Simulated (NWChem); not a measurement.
A series in which one site is exchanged, each optimised at PBE0/def2-SVP with NWChem, gas phase unless a solvent is named. All stand in one matching conformer (torsions within 35°), which need not be the lowest. 

A: B(O)O (H3BO2; site = B)
B: [OH][AlH][OH] (AlH3O2; site = Al)
C: [OH][GaH][OH] (GaH₃O₂; site = Ga)

Rank them by dipole (D), PBE0/def2-SVP, lowest first.

B (1.46), A (1.64), C (1.75)
